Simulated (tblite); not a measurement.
Compound: C9H11F.
Cartesian coordinates in Å at the GFN2-xTB level; atoms count from 1:
```
atom  x, y, z in Å
C1     2.4867   -1.9790    0.7529
C2     2.0602   -0.9669    0.2780
C3     1.5058    0.2463   -0.2848
C4    -0.0340    0.2490   -0.2727
C5    -0.5140    1.5320   -0.8843
C6    -0.6143    2.6800   -0.2402
C7    -0.6809   -0.1046    1.0878
C8    -1.5316   -1.1647    0.3849
F9    -1.4866   -2.4151    0.9547
C10   -0.6925   -1.0075   -0.8852
H11    2.8728   -2.8618    1.1672
H12    1.8659    1.1052    0.2888
H13    1.8536    0.3547   -1.3167
H14   -0.7477    1.4798   -1.9402
H15   -0.3741    2.7700    0.8065
H16   -0.9411    3.5805   -0.7311
H17   -1.2310    0.6890    1.5862
H18    0.0257   -0.5593    1.7790
H19   -2.5905   -0.9131    0.2775
H20    0.0074   -1.8332   -0.9993
H21   -1.2488   -0.8643   -1.8094
```

Level: GFN2-xTB in tblite, geometry and Hessian alike; calculated harmonic values, unscaled, isolated species. This tight-binding method is rough: wavenumbers can miss measured ones by several per cent, in bad cases by 10 to 20. One conformer, not necessarily the lowest.

Harmonic wavenumbers (cm⁻¹): 40.2, 58.4, 79.5, 135.9, 209.0, 241.7, 289.7, 301.5, 322.2, 372.0, 419.9, 474.4, 532.9, 580.3, 643.9, 646.7, 688.2, 793.5, 850.0, 897.9, 900.4, 910.0, 939.1, 1006.0, 1009.6, 1024.8, 1041.1, 1068.8, 1082.1, 1100.2, 1149.3, 1186.4, 1198.0, 1219.3, 1232.1, 1237.0, 1262.0, 1298.0, 1310.9, 1315.0, 1411.5, 1439.6, 1440.3, 1452.8, 1707.3, 2294.6, 2940.6, 2945.3, 2961.4, 3008.2, 3022.6, 3026.6, 3027.7, 3048.8, 3102.0, 3128.5, 3400.6.

A = 1589, B = 1214, C = 805.0 MHz; mass 138.084 u (most abundant isotopes); point group C1, symmetry number 1.

Problem. Zero-point energy?

Solution. Half the sum of the wavenumbers: 37213 cm⁻¹ = 445.17 kJ/mol.

Problem. Give the ideal-gas entropy at 298.15 K and 1 bar in the rigid-rotor, harmonic-oscillator model (classical rotation).

Solution. Translation 170.31, rotation 124.33, vibration 130.82: S = 425.5 J/(mol K).

Problem. And Cp and H(298.15 K) − H(0)?

Solution. Cp = 172.96 J/(mol K), of which vibrations give 139.70 (their classical limit is 57 R = 473.9); H(298.15 K) − H(0) = 30.35 kJ/mol without the zero-point energy, 20.43 from vibrations.

Problem. Blend soft modes into free rotors: weight 1/[1 + (100 cm⁻¹/ν̃)⁴] for the oscillator and the rest for a rotor with moment μB/(μ + B), μ = h/(8π²ν), B = 10⁻⁴⁴ kg m². What vibrational entropy results?

Solution. 117.92 J/(mol K) in place of 130.82, which changes −T·S at 298.15 K by +3.85 kJ/mol.

Problem. Which modes carry the vibrational entropy at 298.15 K?

Solution. 40.2 cm⁻¹: 21.96; 58.4 cm⁻¹: 18.87; 79.5 cm⁻¹: 16.33; 135.9 cm⁻¹: 11.97; 209.0 cm⁻¹: 8.59; 241.7 cm⁻¹: 7.49 J/(mol K); the other 51 give 45.61 together.

Problem. How do the functions run with temperature in this model?

Solution. 
```tsv
T (K)	S (J/(mol K))	Cp (J/(mol K))	H − H(0) (kJ/mol)	G − H(0) (kJ/mol)	ln q(vib)
150	334.4	101.8	10.12	-40.05	3.42
250	397.2	148.8	22.60	-76.70	6.17
400	483.3	221.9	50.50	-142.81	10.33
600	588.3	296.1	102.81	-250.17	15.91
900	722.7	365.2	202.91	-447.47	23.94
```

q(vib) and H(0) count from the zero-point level.

Problem. What must be added to the electronic energy to get the Gibbs energy at 298.15 K and 1 bar?

Solution. ZPE + [H(298.15 K) − H(0)] − T·S = 445.17 + 30.35 − 126.85 = 348.67 kJ/mol.

Hindered rotation and anharmonicity are outside this model. Other conformers, if any are populated, would add a mixing term that is left out. The structure is chiral; the term R ln 2 for an equal mix with its mirror image is left out.
